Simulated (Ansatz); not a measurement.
Geometry optimisation, UKS PBE0-D4/def2-SVP (Ansatz 0.2.0).

Input file:

```yaml
crystal:
  periodic: [false, false, false]
  atoms:
    - { symbol: C, position_ang: [-0.41545, 0.87203, -0.77697] }
    - { symbol: O, position_ang: [0.56369, 0.00764, -0.15933] }
    - { symbol: As, position_ang: [0.00661, -0.93153, 1.57299] }
    - { symbol: H, position_ang: [-0.01201, 1.21565, -1.73086] }
    - { symbol: H, position_ang: [-1.31079, 0.27718, -0.95933] }
    - { symbol: H, position_ang: [-0.66517, 1.72739, -0.14568] }
    - { symbol: H, position_ang: [-0.08744, 0.2912, 2.47103] }
    - { symbol: H, position_ang: [-0.77202, -1.91069, 0.75805] }
    - { symbol: H, position_ang: [1.22923, -1.77894, 1.44895] }
total_charge: 1
magnetization:
  spin_polarized: true
basis:
  gaussian: { orbitals: def2-SVP }
hamiltonian:
  xc: pbe0
  dispersion: d4
relax:
  f_tol: 0.02
  max_steps: 50
```

Run as:

```bash
$ ansatz run input.yaml --threads 2 --pin off --max-ram 3072MiB --backend cpu --events-out ev --progress --plain --runs-dir out
```

Question: Where does it end, and by what steps?

Answer: The forces met the threshold. After 6 steps the energy has fallen by 2.073 eV; H8 moved furthest, 0.40 Å.

| step | energy less start (eV) | largest force component (eV/Å) | accepted |
| --- | --- | --- | --- |
| 0 | 0.0000 | 5.274 | yes |
| 1 | -1.4273 | 3.545 | yes |
| 2 | -1.9820 | 1.957 | yes |
| 3 | -2.0695 | 0.305 | yes |
| 4 | -2.0690 | 0.186 | no |
| 5 | -2.0727 | 0.059 | yes |
| 6 | -2.0732 | 0.013 | yes |

```xyz
9
Properties=species:S:1:pos:R:3
C -0.432 0.864 -0.782
O 0.518 -0.024 -0.159
As 0.157 -0.892 1.269
H 0.082 1.251 -1.670
H -1.337 0.320 -1.092
H -0.686 1.701 -0.114
H -0.157 0.033 2.412
H -1.009 -1.818 1.069
H 1.402 -1.666 1.547
```

The run took 19 s on 2 threads of Arm Neoverse V2, with other jobs on the host, peak memory 0.25 GiB.
